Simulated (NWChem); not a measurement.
C3H3NOSi; SMILES C(O[SiH2]C#C)#N

```xyz
9

C      1.3793    -2.3906    -0.1075
C      0.4176    -1.6539     0.0030
Si    -1.0147    -0.5484     0.1816
O     -0.6216     0.9870    -0.4764
C      0.3009     1.7835    -0.0893
N      1.1260     2.5323     0.2388
H      2.2325    -3.0400    -0.2062
H     -1.3608    -0.3555     1.6117
H     -2.1612    -0.9839    -0.6450
```
Atoms are numbered in this order, from 1.

Results from NWChem. Geometry: optimised at PBE0/def2-SVP. B3LYP is NWChem's, with the RPA form of VWN correlation. Total energies of different functionals are on different scales.

```csv
level,energy (Ha),highest occupied level (eV),orbital gap (eV),dipole (D)
PBE/def2-TZVP,-535.1989,-7.24,4.74,4.91
B3LYP/def2-TZVP,-535.6646,-8.40,6.63,4.98
BLYP/def2-TZVP,-535.5862,-7.10,4.77,4.91
PBE0/def2-TZVP,-535.2256,-8.64,7.07,5.00
"LDA (Slater exchange, VWN5)/def2-TZVP",-532.4455,-7.47,4.70,4.98
```
